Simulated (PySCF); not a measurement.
## Simulated absorption spectrum

Compound: C6H9BO3Si.
SMILES: `OB(O)[SiH2]OC1=CC=CC=C1`

Method: PySCF, TDDFT CAM-B3LYP/def2-SVPD, vertical, gas phase, core orbitals frozen in the response. Geometry: PBE0-D3(BJ)/def2-SVP, one conformer, isolated molecule.

Computed states:

| state | E (eV) | f |
| --- | --- | --- |
| S1 | 5.23 | 0.022 |
| S2 | 5.91 | 0.108 |
| S3 | 6.26 | 0.0018 |
| S4 | 6.60 | 0.157 |
| S5 | 6.71 | 0.0018 |
| S6 | 6.92 | 0.036 |
| S7 | 6.94 | 0.425 |
| S8 | 6.96 | 0.021 |
| S9 | 7.03 | 0.560 |
| S10 | 7.16 | 0.0095 |

Each state is given a Gaussian of 0.5 eV full width at half maximum, with ε(max) = 2.175×10⁸ f / Δν̃ (Δν̃ the width in cm⁻¹). The width is an assumption, not a result. The curve ends short of the highest state used, and states not computed would add to its high-energy end.

Task: Give the broadened spectrum and its maxima.

Result: 
```tsv
E (eV)	ε (L mol⁻¹ cm⁻¹)
4.48	2
4.55	7
4.62	19
4.69	47
4.76	103
4.84	220
4.91	381
4.98	592
5.05	826
5.12	1035
5.19	1171
5.27	1209
5.34	1173
5.41	1162
5.48	1303
5.55	1713
5.62	2450
5.70	3610
5.77	4686
5.84	5530
5.91	5901
5.98	5713
6.05	5102
6.13	4295
6.20	3938
6.27	4265
6.34	5496
6.41	7742
6.48	11099
6.56	16528
```

Maxima: 236 nm (5.26 eV), ε about 1200, made up of S1 (96%) (hardly more than a shoulder); 209 nm (5.92 eV), ε about 5900, made up of S2 (99%) (ε in L mol⁻¹ cm⁻¹; maxima over ε = 5, shares over 10%). At its high-energy end, 6.56 eV, the curve is still rising (ε about 17000, from S4, S7 and S9).

Task: On this curve, what absorbance would a 10⁻³ mol/L sample give at 248 nm over a 1 cm path?

Result: 248 nm is 4.999 eV, where ε is about 660 L mol⁻¹ cm⁻¹, so A = ε c l ≈ 0.66 (Beer–Lambert, with the gas-phase spectrum and the assumed width).

Task: Coming from long wavelengths, where does ε first pass 100 L mol⁻¹ cm⁻¹?

Result: At about 261 nm (4.76 eV), 0.47 eV below S1.

Task: What would ε be at 5.92 eV, the highest of these maxima, with half the width (0.25 eV)?

Result: About 11600 L mol⁻¹ cm⁻¹ against 5910, a factor of about 1.97; a lone state at its own centre would give exactly 2.
